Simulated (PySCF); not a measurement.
An unknown is described by computed data only.

Formula: C6H14OSi2.

- 13C NMR: chemical shifts (computed TMS as zero) by class: 149.1 (1 C), 123.2 (1 C), 42.9 (1 C), 19.0 (1 C), 8.3 (1 C), 5.2 (1 C) ppm [GIAO PBE0/pcSseg-1]
- Dipole: 0.72 D [PBE0/pcSseg-1]
- Rotational structure: rotational constants A, B, C: 1.292, 0.903, 0.712 GHz [GFN2-xTB]
- 1H NMR: chemical shifts (computed TMS as zero) by class: 6.37 (1 H), 5.52 (1 H), 5.50 (1 H), 5.39 (1 H), 5.21 (1 H), 5.17 (3 H), 2.97 (1 H), 1.69 (1 H), 1.22 (1 H), 0.86 (1 H), 0.35 (1 H), -0.50 (1 H) ppm [GIAO PBE0/pcSseg-1]
- NMR, other nuclei: isotropic shieldings of nuclei other than C and H, by class: 327 (1 O), 378 (1 Si), 395 (1 Si) ppm [GIAO PBE0/pcSseg-1]

The electronic properties come from PySCF, for the isolated species, density fitting. Levels stand in brackets. Geometry: GFN2-xTB, one conformer, isolated molecule. GFN2-xTB frequencies show an imaginary mode (27i cm⁻¹), so this geometry is no minimum at that level. NMR values are class means; diastereotopic atoms form classes of their own.

**Question.** What is the compound? Reason from the data.

**Answer.** Numbering: `[CH2:1]=[CH:2][CH2:3][C@@H:4]1[CH2:5][C@@H:6]1[SiH2:7][O:8][SiH3:9]`. Its formula, C6H14OSi2, gives 2 degrees of unsaturation: 1 ring and 1 π bond in the structure found. 6 carbons fall into 6 classes; from least to most shielded: alkene CH carbon [C2] (149.1 ppm), terminal =CH2 carbon [C1] (123.2 ppm), allylic carbon [C3] (42.9 ppm), three-membered-ring carbon [C4] (19.0 ppm), three-membered-ring carbon [C5] (8.3 ppm), ring sp3 carbon bound to silicon [C6] (5.2 ppm). Hydrogen classes from least to most shielded: 1 H on an alkene CH carbon, C2 (6.37 ppm), 1 H on a terminal =CH2 carbon, C1 (5.52 ppm), 1 H on an oxygen-bound silicon, Si7 (5.50 ppm), 1 H on a terminal =CH2 carbon, C1 (5.39 ppm), 1 H on an oxygen-bound silicon, Si7 (5.21 ppm), 3 H on an oxygen-bound silicon, Si9 (5.17 ppm), 1 H on an allylic carbon, C3 (2.97 ppm), 1 H on an allylic carbon, C3 (1.69 ppm), 1 H on a three-membered-ring carbon, C4 (1.22 ppm), 1 H on a three-membered-ring carbon, C5 (0.86 ppm), 1 H on a three-membered-ring carbon, C5 (0.35 ppm), 1 H on an sp3 carbon bound to silicon, C6 (-0.50 ppm). The other shieldings belong to: 327 ppm, siloxane oxygen [O8]; 378 ppm, oxygen-bound silicon [Si7]; 395 ppm, oxygen-bound silicon [Si9]. The optimised geometry has point group C1 and is an asymmetric top. Structure: `C=CC[C@@H]1C[C@@H]1[SiH2]O[SiH3]`. Computed isomers that give other values at the same levels: `C=C(C)[Si@H]([SiH3])C1COC1` (13C chemical shifts (computed TMS as zero) by class: 152.3 (1 C), 135.0 (1 C), 76.0 (1 C), 75.3 (1 C), 27.2 (1 C), 21.5 (1 C) ppm); `C=C[SiH2][SiH2]C(C)(C)C=O` (13C chemical shifts (computed TMS as zero) by class: 221.2 (1 C), 145.8 (1 C), 140.7 (1 C), 41.2 (1 C), 24.7 (2 C) ppm); `CO[C@@H]1[SiH2]C=C1CC[SiH3]` (13C chemical shifts (computed TMS as zero) by class: 180.8 (1 C), 132.1 (1 C), 83.1 (1 C), 60.4 (1 C), 34.2 (1 C), 2.4 (1 C) ppm). The assignments are read from this structure; whether some other isomer fits the data as well wasn't checked. The mirror image fits equally.

Conformer computed: `[CH2:1]=[CH:2][CH2:3][C@@H:4]1[CH2:5][C@@H:6]1[SiH2:7][O:8][SiH3:9]`: C1–C2–C3–C4 -126°, C2–C3–C4–C5 148°, C5–C6–Si7–O8 -24°.
